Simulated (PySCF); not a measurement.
A GIAO shielding run with PySCF 2.14.0 with density-fitted response routines (density fitting, non-relativistic, gas phase) on SMILES CS[SiH2]/C=C\CCC#N, C6H11NSSi:

```
$ OMP_NUM_THREADS=1 python probes_run.py task.json out

{"job": {"kind": "nmr", "xc": "PBE0", "basis": "pcSseg-1"}, "charge": 0, "multiplicity": 1}
C      3.175015    -0.568475     1.192470
S      1.514157    -0.943072     0.561123
Si     1.445026     0.403737    -1.120802
C     -0.162761     0.071848    -2.026665
C     -1.390470     0.228517    -1.547441
C     -1.722050     0.694914    -0.167787
C     -2.114857    -0.505814     0.713760
C     -2.562063    -0.064445     2.007900
N     -2.924889     0.307843     3.026165
H      3.336286    -1.212280     2.050490
H      3.913512    -0.779555     0.425078
H      3.226041     0.473216     1.494122
H      2.589984     0.085973    -1.972409
H      1.571513     1.763548    -0.593668
H     -0.060258    -0.286203    -3.042960
H     -2.249439    -0.018002    -2.162817
H     -2.556775     1.400051    -0.207020
H     -0.863145     1.196270     0.281053
H     -2.921303    -1.076174     0.243564
H     -1.248671    -1.161218     0.842809
```

Hardware: 1 thread of an Intel Xeon, shared host. The job also computes population analyses, field gradients.

Problem. How large is the calculation?

Solution. 84 electrons, 222 basis functions and 1190 auxiliary functions.

Problem. How long does it take, and how much memory does it need?

Solution. 2.4 min of wall time, with 14 SCF cycles and 5 response iterations; peak memory 0.97 GiB. Times on a shared host scatter by some tens of per cent.
